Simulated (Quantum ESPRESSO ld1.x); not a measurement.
Results of a calculation; reference values are marked as such.
One sound ld1.x (Quantum ESPRESSO 7.5) input for neutral platinum gives E = -18403.252 hartree in 38 iterations:

```
 &input
    zed=78.0,
    iswitch=1,
    rel=1,
    lsd=1,
    dft='PW',
    config='[Xe] 4f14 5d9 6s1',
    verbosity='high',
    prefix='ld1',
    max_out_wfc=37,
    file_charge='ld1.rho',
 /
```

Changed or added lines, one case at a time, and what came of them:

- xmin=-2.0: silently wrong. The mesh starts too far from the nucleus; the run ends without a warning, but the energy is off by +339.7 hartree against the default mesh.
- config='[Xe] 4f14 5d9 6s1 5g1': refused. The program stops in el_config with "l not found:G": the config string knows s, p, d and f alone.
- rel=2: refused. The program stops in ld1_readin with "local spin density and spin-orbit not allowed": spin polarisation goes with rel = 0 or 1 alone.
- dft='HF': refused. The program stops in ld1_setup with "HF not implemented yet": ld1.x has no Hartree-Fock; KLI and OEP are its exact-exchange options.
- isic=1 latt=1: refused. The program stops in ld1_readin with "isic and latter correction not allowed": the two corrections exclude each other.
- nspin=1: refused. The program stops in ld1_readin with "reading input namelist": the namelist holds a keyword that &input does not know.
- dft='SCANN': refused. The program stops in set_dft_from_name with "libxc needed for this functional": the name is not a functional that the program knows.
